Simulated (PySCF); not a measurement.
# Selenium: a sound run and one with changed settings

Sound run: Se⁺ [Ar] 3d10 4s2 4p3, Se²⁺ [Ar] 3d10 4s2 4p2. All numbers are calculated (PySCF 2.14, the spin-free X2C one-electron Hamiltonian (Gaussian nucleus), in x2c-SVPall (5s4p3d, 32 functions)). In the sound run the correlated levels freeze [Ar] 3d10. The sound run starts from symmetry-adapted Hartree-Fock orbitals and uses a fine grid where one is needed.

Changed run: a valence shell is frozen. This setting is unsound on purpose.

```csv
species,method,sound run (hartree),changed run (hartree),converged
Se⁺,MP2,-2427.38872,-2427.34345,yes
Se⁺,CCSD(T),-2427.40450,-2427.34807,yes
Se²⁺,MP2,-2426.60797,-2426.56678,yes
Se²⁺,CCSD(T),-2426.62551,-2426.56869,yes
```

Ionisation energy of Se⁺:

```tsv
method	sound run (eV)	changed run (eV)
UHF	20.883	20.883
MP2	21.245	21.134
SCS-MP2	21.115	20.967
CCSD	21.192	21.207
CCSD(T)	21.197	21.208
```

Freezing a valence shell removes pair correlation that changes on ionisation.

For comparison, NIST gives 21.196 ± 0.01 eV between the lowest levels.
